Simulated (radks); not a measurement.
Task: The table gives one normalised radial function P(r) = r R(r) (large component) of Cr3+ in [Ar] 3d0.5 4s0.5 4p2 (r in bohr). Calculated with a radial shooting solver on a logarithmic mesh with Libxc functionals: Dirac Kohn-Sham, PBEsol, spin-unpolarised, spherical densities, finite nucleus; open shells fill j = l - 1/2 first; Fermi nuclear charge, rms radius 3.6452 fm.

r	P
0.007726	0.0001
0.01006	0.0001
0.013	0.0003
0.01692	0.0006
0.02186	0.0012
0.02846	0.0024
0.03706	0.0050
0.04788	0.0100
0.06234	0.0198
0.08053	0.0375
0.1049	0.0702
0.1365	0.1261
0.1764	0.2121
0.2297	0.3421
0.2967	0.5087
0.3863	0.7064
0.503	0.8923
0.6498	1.0071
0.8461	1.0003
1.093	0.8554
1.423	0.6077
1.853	0.3495
2.394	0.1598
3.117	0.0504
4.026	0.0106
5.243	0.0012
6.827	0.0001

Which n and l does it have? It may be an empty orbital.

Result: n = 3, l = 2: the number of nodes gives n - l - 1 = 0, the rise at small r points to l (this Dirac orbital starts outside the nucleus as r^gamma with gamma = sqrt((l + 1)^2 - (Z/c)^2) = 2.99; the j = 5/2 orbital of l + 1 starts with the same power, but with a smaller coefficient, and then steepens), and the extent must fit the shell. The curve is that of 3d5/2; the two j differ most near the nucleus, where j = l - 1/2 has the larger amplitude, and in heavy atoms j = l - 1/2 is also the more compact. 3d5/2 (empty): eigenvalue -59.376 eV, 0 radial nodes, <r> = 0.957 bohr, 90 % of the charge inside 1.55 bohr.
